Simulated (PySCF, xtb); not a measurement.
H3InO2S, SMILES [OH][In]([OH])[SH].

xtb with GFN2-xTB at its own geometry gives an orbital gap of 2.44 eV and a dipole moment of 0.61 D.

Geometry optimised at B3LYP-D3(BJ)/def2-SVP. The def2 effective core potentials stand for the cores of In; spin–orbit coupling is left out. The values are those of a single conformer.

Problem. What does ωB97X/def2-TZVP (PySCF) give? (An estimate is asked for; the answer gives what the named calculation found.)

Solution. gap 10.12 eV (levels -10.21 and -0.09 eV), dipole 0.80 D.
